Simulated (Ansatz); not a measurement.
Two isomers of C2H9AlOSi: A = `CO[CH2][AlH][SiH3]`, B = `CO[SiH2][AlH][CH3]`.

Isolated molecules relaxed with PBE0-D4/def2-TZVP in Ansatz; ΔE leaves out vibrations. CCSD(T)/CBS adds triple-zeta CCSD(T) − MP2 to the extrapolated MP2 energy (def2 sets, frozen cores). DFT in def2-TZVPP. B3LYP here is the variant with VWN-RPA as its local correlation; programs differ in this. One conformer a species, not always the lowest.

Task: Which is lower in electronic energy at CCSD(T)/CBS, and by how much? (Best estimate.)

Result: Computed: B, by 177.6 kJ/mol.

Task: Give E(B) − E(A) in kJ/mol with B3LYP, CCSD/def2-TZVPP, B2PLYP, MP2/def2-TZVPP, PBE0-D4, ωB97M-V, B3LYP-D4. (An estimate is asked.)

Result: Ansatz gave: B3LYP -173.4, CCSD/def2-TZVPP -175.6, B2PLYP -177.4, MP2/def2-TZVPP -182.4, PBE0-D4 -166.8, ωB97M-V -173.2, B3LYP-D4 -172.1. None reverses the order clearly.

Largest T1 diagnostic: 0.012.

From PBE to PBE0 (25 % exact exchange), in def2-TZVPP and without D4, E(B) − E(A) moves by −7.0 kJ/mol.
